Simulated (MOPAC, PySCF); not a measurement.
[Au(H2O)(OH)], neutral singlet in the gas phase. 

Cartesian coordinates (Å):
```xyz
6

Au    -0.0421     0.0273    -0.1139
O      0.3874     1.9824     0.7228
H      0.8233     1.8683     1.5913
H     -0.4561     2.4385     0.9171
O     -0.4793    -1.7518    -0.7884
H     -0.0382    -1.8032    -1.6610
```
Charge 0, spin multiplicity 1.

All levels are single points at this geometry (PBE-D3(BJ)/def2-SVP); Pople sets use spherical d functions. Orbital energies aren't observables, and empty levels follow the basis.

```csv
level,HOMO (eV),LUMO (eV),gap (eV),dipole (D),"vertical IE, Delta-SCF (eV)"
B3LYP-D3(BJ)/def2-TZVP in PySCF,-6.34,-1.65,4.70,6.02,–
PBE-D3(BJ)/def2-TZVP in PySCF,-5.06,-2.20,2.87,5.70,–
TPSSh-D3(BJ)/def2-TZVP in PySCF,-5.68,-1.63,4.06,5.96,–
B3LYP/6-311+G** (LANL2DZ on Au) in PySCF,-6.52,-1.86,4.65,6.23,–
B3LYP/6-31G* (LANL2DZ on Au) in PySCF,-6.20,-1.40,4.80,5.75,8.85
B3LYP/LANL2DZ in PySCF,-6.33,-1.57,4.76,6.14,–
BP86/6-31G* (LANL2DZ on Au) in PySCF,-5.07,-2.07,3.00,5.45,–
M06-2X/6-31G* (LANL2DZ on Au) in PySCF,-7.99,-0.32,7.67,6.19,–
PBE/6-31G* (LANL2DZ on Au) in PySCF,-4.93,-2.02,2.91,5.43,8.78
SVWN5/6-31G* (LANL2DZ on Au) in PySCF,-5.15,-2.25,2.90,5.45,9.11
HF/6-31G* (LANL2DZ on Au) in PySCF,-9.52,1.44,10.96,6.98,–
PM6 in MOPAC,-9.79,-2.40,7.40,6.91,–
PM7 in MOPAC,-8.94,-0.70,8.24,4.98,–
```
